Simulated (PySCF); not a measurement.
Simulation results for Ge₂H₇NSi, CH₆BGeO, BGe₂H₅O, BGeH₅O₂

All values are calculated (PySCF 2.14.0). Calculation on a computer-drawn molecule: the log of a Hartree-Fock and frozen-core CCSD(T) single point meant for a local Hartree-Fock minimum, with one planted fault or none, to be diagnosed. Offsets are logged minus clean, where the clean run is the same molecule without the fault. The reference is restricted for singlets and unrestricted otherwise, and also for a bond in bohr or an excited solution. Adding or removing an electron swaps singlet and doublet. The excited solution moves the top pair (singlet) or top alpha electron (doublet) to the lowest empty orbital. Highest occupied and lowest empty are orbital energies over both spins, largest force is the largest gradient component, triples share is (T) over the correlation energy, the T1 limit is 0.02 restricted and 0.045 unrestricted, electrons count all cores, a negative frequency is imaginary (commonest isotopes), and the dipole is about the centre of nuclear charge; on germanium a core potential holds 10 electrons, which the energies leave out, and 3d is frozen in MP2 and coupled-cluster steps.

Common to all runs: meant multiplicity 1; meant basis and core potential on germanium cc-pVDZ-PP ECP10MDF; logged SCF converged yes; logged CC converged yes; logged SCF stable within its kind yes; possible faults no fault, one electron removed, one electron added, multiplicity raised by two, geometry at a saddle point, SCF held on an excited solution, minimal basis STO-3G, one bond length entered in bohr, all coordinates scaled.

(1) 
```xyz
11
formula=Ge2H7NSi meant_charge=0 meant_basis=cc-pV(D+d)Z logged_electrons=92 logged_basis_functions=118 logged_spin_squared=2.0289 logged_highest_occupied=-6.7069 logged_lowest_empty=0.013578 logged_largest_force=0.11037 logged_T1_diagnostic=0.016043 logged_D1_diagnostic=0.062394 logged_triples_share=0.026434 logged_dipole_magnitude=1.3801 logged_energy_HF=-934.08214 logged_energy_CCSD(T)=-934.57684 planted_fault=multiplicity_raised_by_two HF_energy_offset_from_clean_run=42.9 CCSD(T)_energy_offset_from_clean_run=75.11
Si    -0.1164    -0.1395    -0.2526
Ge    -2.0648     0.6256     0.9604
N     -1.9359     0.5850     2.7914
Ge    -0.7051     0.1112     3.8177
H      0.2023    -1.5501     0.0862
H      1.0735     0.6870     0.0747
H     -0.3610    -0.0518    -1.7136
H     -3.2662    -0.2430     0.5539
H     -2.3637     2.0744     0.5418
H      0.6724    -0.4274     3.4230
H     -0.8957     0.1935     5.3245
```

Units: logged_highest_occupied, logged_lowest_empty in eV; logged_largest_force in hartree/bohr; logged_dipole_magnitude in debye; logged_energy_HF, logged_energy_CCSD(T) in hartree; HF_energy_offset_from_clean_run, CCSD(T)_energy_offset_from_clean_run in kcal/mol.

Drawn bonds:
| atom | other atom | order |
| --- | --- | --- |
| 1 | 2 | 1 |
| 2 | 3 | 1 |
| 3 | 4 | 2 |
| 1 | 5 | 1 |
| 1 | 6 | 1 |
| 1 | 7 | 1 |
| 2 | 8 | 1 |
| 2 | 9 | 1 |
| 4 | 10 | 1 |
| 4 | 11 | 1 |

(2) 
```xyz
10
formula=CH6BGeO meant_charge=1 meant_basis=cc-pVDZ logged_electrons=56 logged_basis_functions=95 logged_spin_squared=0 logged_highest_occupied=-16.649 logged_lowest_empty=-4.6482 logged_largest_force=1.402e-05 logged_lowest_frequency=23.202 logged_T1_diagnostic=0.018279 logged_D1_diagnostic=0.069054 logged_triples_share=0.026823 logged_dipole_magnitude=2.7752 logged_energy_HF=-434.06839 logged_energy_CCSD(T)=-434.61241 planted_fault=no_fault HF_energy_offset_from_clean_run=0 CCSD(T)_energy_offset_from_clean_run=0
B      0.7055    -1.4531    -1.6407
O      0.2961    -1.1861    -0.3391
Ge     0.1104    -1.0218     1.3245
C     -1.3620     0.0238     1.9517
H      1.4777    -0.6945    -2.1363
H      0.2448    -2.4151    -2.1687
H      1.1667    -1.7547     2.1160
H     -1.9849    -0.6046     2.5914
H     -0.9687     0.8528     2.5439
H     -1.9275     0.3910     1.0974
```

Units: logged_highest_occupied, logged_lowest_empty in eV; logged_largest_force in hartree/bohr; logged_lowest_frequency in cm⁻¹; logged_dipole_magnitude in debye; logged_energy_HF, logged_energy_CCSD(T) in hartree; HF_energy_offset_from_clean_run, CCSD(T)_energy_offset_from_clean_run in kcal/mol.

Drawn bonds:
| atom | other atom | order |
| --- | --- | --- |
| 1 | 2 | 1 |
| 2 | 3 | 1 |
| 3 | 4 | 1 |
| 1 | 5 | 1 |
| 1 | 6 | 1 |
| 3 | 7 | 1 |
| 4 | 8 | 1 |
| 4 | 9 | 1 |
| 4 | 10 | 1 |

(3) 
```xyz
9
formula=BGe2H5O meant_charge=0 meant_basis=cc-pVDZ logged_electrons=82 logged_basis_functions=99 logged_spin_squared=2.0222 logged_highest_occupied=-7.4302 logged_lowest_empty=0.2487 logged_largest_force=0.03037 logged_T1_diagnostic=0.020265 logged_D1_diagnostic=0.07517 logged_triples_share=0.028751 logged_dipole_magnitude=2.3906 logged_energy_HF=-689.1948 logged_energy_CCSD(T)=-689.68853 planted_fault=multiplicity_raised_by_two HF_energy_offset_from_clean_run=13.48 CCSD(T)_energy_offset_from_clean_run=22.36
Ge     1.2317     1.6676     3.4421
B      2.2182     3.0829     2.1768
O      2.2618     3.1293     0.8321
Ge     1.6142     1.9852    -0.3872
H      2.5376     0.7731     3.5607
H      2.7792     3.9823     2.7726
H      2.8006     1.4686    -1.1890
H      0.6302     2.7633    -1.2502
H      0.9185     0.8554     0.3813
```

Units: logged_highest_occupied, logged_lowest_empty in eV; logged_largest_force in hartree/bohr; logged_dipole_magnitude in debye; logged_energy_HF, logged_energy_CCSD(T) in hartree; HF_energy_offset_from_clean_run, CCSD(T)_energy_offset_from_clean_run in kcal/mol.

Drawn bonds:
| atom | other atom | order |
| --- | --- | --- |
| 1 | 2 | 1 |
| 2 | 3 | 1 |
| 3 | 4 | 1 |
| 1 | 5 | 1 |
| 2 | 6 | 1 |
| 4 | 7 | 1 |
| 4 | 8 | 1 |
| 4 | 9 | 1 |

(4) 
```xyz
9
formula=BGeH5O2 meant_charge=0 meant_basis=cc-pVDZ logged_electrons=58 logged_basis_functions=90 logged_spin_squared=2.0272 logged_highest_occupied=-5.4605 logged_lowest_empty=-2.0668 logged_largest_force=0.01604 logged_T1_diagnostic=0.017026 logged_D1_diagnostic=0.05216 logged_triples_share=0.026417 logged_dipole_magnitude=2.3803 logged_energy_HF=-470.55623 logged_energy_CCSD(T)=-471.16788 planted_fault=multiplicity_raised_by_two HF_energy_offset_from_clean_run=138.7 CCSD(T)_energy_offset_from_clean_run=134.9
B     -1.5896     0.5404     0.2562
O     -1.3731    -0.2277    -0.8225
Ge    -0.5701    -1.8261    -0.9236
O      0.8898    -1.8008     0.0664
H     -2.1527     1.5938     0.1156
H     -1.2373     0.1812     1.3585
H     -1.5646    -2.8603    -0.4108
H     -0.1205    -1.9930    -2.3581
H      0.7571    -1.6981     0.9981
```

Units: logged_highest_occupied, logged_lowest_empty in eV; logged_largest_force in hartree/bohr; logged_dipole_magnitude in debye; logged_energy_HF, logged_energy_CCSD(T) in hartree; HF_energy_offset_from_clean_run, CCSD(T)_energy_offset_from_clean_run in kcal/mol.

Drawn bonds:
| atom | other atom | order |
| --- | --- | --- |
| 1 | 2 | 1 |
| 2 | 3 | 1 |
| 3 | 4 | 1 |
| 1 | 5 | 1 |
| 1 | 6 | 1 |
| 3 | 7 | 1 |
| 3 | 8 | 1 |
| 4 | 9 | 1 |
